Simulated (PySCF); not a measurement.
Question: Write Cartesian coordinates for `CN(C)[Si@H](F)N[SiH3]` as optimised with GFN2-xTB.

Answer: 
```xyz
18
C2H11FN2Si2 angstrom
C     -1.4844   -1.3983   -0.0120
N     -1.2247    0.0192   -0.0838
C     -2.4362    0.8005   -0.0226
Si     0.2726    0.6799    0.4155
F      0.2317    2.2141   -0.0910
N      1.5163   -0.2114   -0.3673
Si     3.2212   -0.0024   -0.1539
H     -2.1125   -1.7024   -0.8546
H     -2.0056   -1.6639    0.9155
H     -0.5472   -1.9461   -0.0516
H     -2.9702    0.6492    0.9232
H     -3.1013    0.5099   -0.8402
H     -2.1955    1.8540   -0.1221
H      0.5816    0.7979    1.8328
H      1.2393   -0.6750   -1.2176
H      3.6906    1.3015   -0.6306
H      3.4870   -0.1345    1.2776
H      3.8285   -1.0860   -0.9289
```

Any rigid rotation of these coordinates is as good. Atoms count from 1 in this order. Si4 (fluorine-bound silicon) is distorted tetrahedral (angles from 103.5° to 120.1°). Of the pairs four or more bonds apart, F5···H13 is among the closest relative to their van der Waals radii: 2.45 Å, 92 % of the sum of Bondi's values. N2 (silicon-bound nitrogen) has angles 121.5°, 120.9° and 112.3°, sum 354.6°, 0.21 Å off the plane of its three neighbours. Si7 (SiH3 silicon) is distorted tetrahedral (angles from 104.7° to 112.5°).

Bonds between heavy atoms (Å): C1–N2 1.443, N2–C3 1.443, N2–Si4 1.711, Si4–F5 1.616, Si4–N6 1.719, N6–Si7 1.731.

Structure optimised with GFN2-xTB, isolated species.

Point group: C1 (no symmetry element, even within 0.4 Å). Not checked by GFN2-xTB frequencies. One conformer, not necessarily the lowest (C1–N2–Si4–F5 170°, N2–Si4–N6–Si7 -177°).

All values are computed, not measured.
